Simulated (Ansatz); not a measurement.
Two spin states of LaCl, each at its own minimum; 2S+1 = 1, 3, 5 were tried, and our sources give no spin for the ground state. No spin–orbit coupling.

```tsv
level	energy of the multiplicity-3 state above the multiplicity-1 state (kJ/mol)
PBE/def2-TZVPP	-13.3
PBE0/def2-TZVPP	-21.2
wB97X-V/def2-TZVPP	3.0
CCSD/def2-TZVPP	3.6
CCSD(T)/def2-TZVPP	16.0
```

The rows run from -21.2 (PBE0/def2-TZVPP) to 16.0 kJ/mol (CCSD(T)/def2-TZVPP). The 3 functionals in def2-TZVPP without D3 or D4 span 24.2, from PBE0 to wB97X-V.

Each state is the lowest solution found for its spin in def2 and cc sets. The singlet is a restricted closed-shell determinant, which can mix singlet states where a π or δ shell is part-filled.

Correlated levels freeze the inner cores; with def2 sets outer-core shells near the valence are correlated too.

Doubts at one or more of the structures used: a restricted determinant that unrestricted orbitals would lower (CCSD/def2-TZVPP, CCSD(T)/def2-TZVPP).

Codes used: Ansatz (Gaussian basis) for Hartree–Fock, density functionals and correlated methods.  In def2 rows elements past Kr take small-core potentials, without spin–orbit coupling.

Ansatz is a program for electronic structure.
